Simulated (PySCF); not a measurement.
Relaxation of singlet GeOCl2

Level of theory: PBE0 in PySCF with Ge def2-TZVP, O def2-TZVP, Cl def2-TZVP; no relativity; density-fitted integrals. A (50,194) grid was used.

A hand-made trigonal planar start, of C2v symmetry, held to at least that symmetry:

```xyz
4
charge 0 multiplicity 1, angstrom
Ge    0.0000    0.0000    0.3132
O     0.0000    0.0000    1.9932
Cl   -1.9053    0.0000   -0.7868
Cl    1.9053    0.0000   -0.7868
```

At each step, columns x, y, z (Å) and Fx, Fy, Fz (eV/Å):

```
step 0  E − E(last) = 32.09 kJ/mol
Ge   0.000   0.000   0.313   0.000   0.000   1.544
O    0.000   0.000   1.993   0.000   0.000  -2.284
Cl  -1.905   0.000  -0.787   1.476   0.000   0.370
Cl   1.905   0.000  -0.787  -1.476   0.000   0.370
step 1  E − E(last) = 7.19 kJ/mol
Ge   0.000   0.000   0.357   0.000   0.000  -1.128
O    0.000   0.000   1.961   0.000   0.000   1.070
Cl  -1.800   0.000  -0.793   0.616   0.000   0.029
Cl   1.800   0.000  -0.793  -0.616   0.000   0.029
step 2  E − E(last) = 0.74 kJ/mol
Ge   0.000   0.000   0.382   0.000   0.000   0.410
O    0.000   0.000   2.007   0.000   0.000  -0.029
Cl  -1.714   0.000  -0.828  -0.085   0.000  -0.191
Cl   1.714   0.000  -0.828   0.085   0.000  -0.191
step 3  E − E(last) = 0.00 kJ/mol
Ge   0.000   0.000   0.407   0.000   0.000   0.024
O    0.000   0.000   2.031   0.000   0.000  -0.025
Cl  -1.693   0.000  -0.852   0.005   0.000   0.001
Cl   1.693   0.000  -0.852  -0.005   0.000   0.001
step 4  E − E(last) = 0.00 kJ/mol
Ge   0.000   0.000   0.407   0.000   0.000  -0.002
O    0.000   0.000   2.031   0.000   0.000   0.003
Cl  -1.692   0.000  -0.853  -0.001   0.000   0.000
Cl   1.692   0.000  -0.853   0.001   0.000   0.000
```

It ends at C2v with Ge–Cl 2.110 Å (×2), Ge–O 1.623 Å; Cl–Ge–Cl 106.8°, Cl–Ge–O 126.6° (×2) (after a last refinement on a finer grid). A frequency run shows a minimum. Other isomers or separated fragments may lie lower.

The relaxation took 10 s on 4 threads of a shared Intel Xeon 6975P-C (Granite Rapids) host, with 153 basis functions and 5 gradients; the process peaked at 0.92 GiB. Launch command: `OMP_NUM_THREADS=4 python axn.py task.json out`.
